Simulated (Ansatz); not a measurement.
Cartesian coordinates in Å:
```
O 1.406 0.036 -0.332
Sn -0.540 0.131 -0.557
Cl -1.236 -2.091 -0.659
Cl -1.382 1.135 1.390
H 1.753 0.790 0.157
```

Total charge 0; spin multiplicity 2. Sn: def2 effective core potential.

(1) List the r2SCAN/def2-TZVPP orbital energies in eV (the Gaussian-basis code of Ansatz). (Estimate.)

## Answers

(1) Ansatz gave: α occupied: -2753.58, -2753.54, -516.52, -254.93, -254.90, -193.52, -193.47, -193.34, -193.33, -193.30, -193.29, -138.64, -93.50, -93.46, -93.38, -28.39, -27.98, -27.88, -27.78, -27.77, -25.88, -21.42, -21.08, -13.90, -11.91, -10.17, -9.54, -9.14, -8.58, -8.42, -8.30, -8.24, -6.70. α empty: -1.33, -1.00, -0.85, 1.56, 2.80, 2.88, 3.06, 4.26. β occupied: -2753.54, -2753.50, -516.37, -254.91, -254.88, -193.43, -193.39, -193.31, -193.30, -193.27, -193.27, -138.59, -93.44, -93.43, -93.35, -28.26, -27.89, -27.76, -27.68, -27.67, -25.60, -21.20, -20.86, -13.60, -11.64, -9.87, -9.18, -8.88, -8.39, -8.30, -8.22, -8.13. β empty: -5.30, -0.92, -0.56, -0.29, 1.69, 2.57, 2.80, 3.11. ⟨S²⟩ = 0.755.
